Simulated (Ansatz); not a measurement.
```yaml
crystal:
  periodic: [false, false, false]
  atoms:
    - {symbol: Ni, position_ang: [0.690680, -0.489124, -0.005189]}
    - {symbol: C, position_ang: [0.037026, 0.026175, 2.265495]}
    - {symbol: H, position_ang: [0.051822, 1.374912, 2.481874]}
    - {symbol: H, position_ang: [0.941849, -0.571297, 3.106873]}
    - {symbol: H, position_ang: [-1.210565, -0.461903, 2.534410]}
    - {symbol: C, position_ang: [-0.034781, -0.027623, -2.265599]}
    - {symbol: H, position_ang: [-1.304480, -0.487494, -2.471706]}
    - {symbol: H, position_ang: [0.819583, -0.676632, -3.120710]}
    - {symbol: H, position_ang: [0.008877, 1.312974, -2.525447]}
basis:
  gaussian: {orbitals: def2-TZVP, point_charges: [{charge: 2.00, position_ang: [4.162, 0.738, -0.137]}]}
magnetization: {spin_polarized: true, initial_magnetization: 2}
hamiltonian: {xc: {name: BHLYP}}
scf: {omitted_lower_state_checks: [starts]}
output: {forces: true}
```

```sh
$ ansatz run in.yaml --threads 2 --pin off --events-out ev --progress --plain --max-ram 4352MiB
```

It prints (some lines left out):

```
Functional definition: BHLYP
1272 factors; their error is unknown
mean field evaluation 1: about -43184.4400 eV, gradient 9.1e1 eV
mean field evaluation 2: about -42388.4268 eV, gradient 3.3e2 eV
mean field evaluation 4: about -43185.8085 eV, gradient 8.2e1 eV
mean field evaluation 8: about -43203.9568 eV, gradient 6.6e0 eV
mean field evaluation 16: about -43204.3138 eV, gradient 1.3e-1 eV
mean field evaluation 32: about -43204.5493 eV, gradient 2.1e-3 eV
mean field evaluation 64: about -43204.5493 eV, gradient 2.9e-6 eV
mean field -43204.54929103 eV, -1587.7379013501 hartree, gradient 3.9e-6 eV, S^2 2.858306; 0 other end points of the search recorded, 0 dependent functions left out
reference -43204.54949619 eV, -1587.7379088897 hartree; 24, 22 occupied and 119, 121 virtual orbitals, 1272 factors
Total energy: -43204.54949619 eV, -1587.7379088897 hartree
Atom 0 at     0.690680    -0.489124    -0.005189 Å, force     2.087941     1.743529    -0.070561 eV/Å
Atom 1 at     0.037026     0.026175     2.265495 Å, force    -1.443030     0.691340     4.857192 eV/Å
Atom 2 at     0.051822     1.374912     2.481874 Å, force     0.011064    -4.626549    -1.127439 eV/Å
Atom 3 at     0.941849    -0.571297     3.106873 Å, force    -2.989486     1.910849    -3.196888 eV/Å
Atom 4 at    -1.210565    -0.461903     2.534410 Å, force     4.349472     1.581844    -1.333158 eV/Å
Atom 5 at    -0.034781    -0.027623    -2.265599 Å, force    -1.593637     0.581704    -4.829684 eV/Å
Atom 6 at    -1.304480    -0.487494    -2.471706 Å, force     4.435838     1.498239     1.114172 eV/Å
Atom 7 at     0.819583    -0.676632    -3.120710 Å, force    -2.808561     2.090781     3.242015 eV/Å
Atom 8 at     0.008877     1.312974    -2.525447 Å, force    -0.079941    -4.584016     1.270537 eV/Å
Dipole moment:    -1.392883    -0.049534     0.044888 e Å
Checks for a lower state left out: starts
```

It took 13 s on 2 threads of Intel Xeon Platinum 8488C on a shared host, peak host memory 0.61 GiB.

The charge 0 triplet is spin-contaminated (final ⟨S²⟩ up to 2.86, 2.00 for a pure state).
